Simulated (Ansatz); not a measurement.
ClH4InOSi, SMILES `[SiH3][O][InH][Cl]`. Total charge 0; spin multiplicity 1. In: def2 effective core potential.

Z-matrix (Å, degrees):
```
Si
O 1 1.634
H 1 1.490 2 111.5
H 1 1.490 2 111.5 3 120.8
H 1 1.487 2 108.4 3 -119.6
In 2 1.965 1 135.9 3 -60.5
Cl 6 2.320 2 109.8 1 -0.1
H 6 1.687 2 124.0 1 179.8
```

(1) What are the harmonic wavenumbers in cm⁻¹ at PBE0-D4/def2-TZVP (Ansatz, finite differences of forces, unscaled)? (Estimate.)

(2) Is this a minimum?

(3) Give the ideal-gas thermochemistry at 298.15 K and 1 bar (rigid rotor, harmonic oscillator; point group Cs, symmetry number 1).

(4) Rotational constants (cm⁻¹)?

Results:

(1) Ansatz gave: 43, 56, 74, 154, 355, 396, 435, 466, 726, 730, 954, 955, 984, 996, 1929, 2201, 2204, 2219.

(2) Yes, all 18 modes are real.

(3) Zero-point energy 95.0 kJ/mol; H(298) − E = 117.1 kJ/mol; entropy 382.6 J/(mol·K), of which translation 174.8, rotation 119.7, vibration 88.0; G(298) − E = 3.1 kJ/mol. Modes under 100 cm⁻¹ are hindered rotations or soft bends, so the harmonic entropy is rough.

(4) 0.109, 0.04801, 0.03372.
